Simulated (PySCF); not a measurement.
## Solvent effects on NMR parameters

Structure with atom numbers: `[CH3:1]/[CH:2]=[C:3](\[C:4](=[O:5])[F:6])[CH:7]([CH3:8])[CH3:9]`; H(Xn) means a hydrogen on atom n.

GIAO PBE0/pcSseg-1 in PySCF on one PBE0-D3(BJ)/def2-SVP conformer, non-relativistic, equivalent nuclei averaged. Solvents enter as an IEF-PCM continuum (dichloromethane with ε = 8.9, dimethylsulfoxide with ε = 46.8) around the gas-phase geometry. Shifts are referred to TMS, CFCl3 computed in the same medium.

Gas phase, δ in ppm: C4 162.9, C2 158.0, C3 141.4, C7 32.0, C8/C9 23.4, C1 20.0, F6 32.0, H(C2) 6.70, H(C7) 2.54, H(C1) 2.34, H(C8)/H(C9) 1.05. Dipole moment 3.27 D.

(1) How does each δ change in the continuum?

(2) Which of the listed nuclei move most (in ppm), and what does the model miss? (N and O are left out, as their reference compounds move with the solvent too.)

Answers

(1) 
```json
{"atoms": "C4", "environment": "carbonyl carbon", "Δδ, dichloromethane": "+2.6", "Δδ, dimethylsulfoxide": "+3.0"}
{"atoms": "C2", "environment": "β carbon of a C=C–C=O unit", "Δδ, dichloromethane": "+5.6", "Δδ, dimethylsulfoxide": "+6.6"}
{"atoms": "C3", "environment": "α carbon of a C=C–C=O unit", "Δδ, dichloromethane": "0.0", "Δδ, dimethylsulfoxide": "0.0"}
{"atoms": "C7", "environment": "allylic sp3 CH", "Δδ, dichloromethane": "+0.9", "Δδ, dimethylsulfoxide": "+1.1"}
{"atoms": "C8/C9", "environment": "methyl carbon", "Δδ, dichloromethane": "+0.3", "Δδ, dimethylsulfoxide": "+0.4"}
{"atoms": "C1", "environment": "allylic methyl carbon", "Δδ, dichloromethane": "+0.9", "Δδ, dimethylsulfoxide": "+1.1"}
{"atoms": "F6", "environment": "fluorine bonded to C", "Δδ, dichloromethane": "-1.3", "Δδ, dimethylsulfoxide": "-1.5"}
{"atoms": "H(C2)", "environment": "hydrogen on a β carbon of a C=C–C=O unit", "Δδ, dichloromethane": "+0.38", "Δδ, dimethylsulfoxide": "+0.46"}
{"atoms": "H(C7)", "environment": "hydrogen on an allylic sp3 CH", "Δδ, dichloromethane": "0.00", "Δδ, dimethylsulfoxide": "0.00"}
{"atoms": "H(C1)", "environment": "hydrogen on an allylic methyl carbon", "Δδ, dichloromethane": "+0.02", "Δδ, dimethylsulfoxide": "+0.02"}
{"atoms": "H(C8)/H(C9)", "environment": "hydrogen on a methyl carbon", "Δδ, dichloromethane": "+0.03", "Δδ, dimethylsulfoxide": "+0.03"}
```

Changes are relative to the gas phase. The dipole moment becomes 4.06 D in dichloromethane, 4.21 D in dimethylsulfoxide.

(2) C2 (β carbon of a C=C–C=O unit, +6.6 ppm) in dimethylsulfoxide. A continuum only polarises the solute; specific hydrogen bonds, the anisotropy of aromatic solvents and changes of geometry or conformer are outside it.
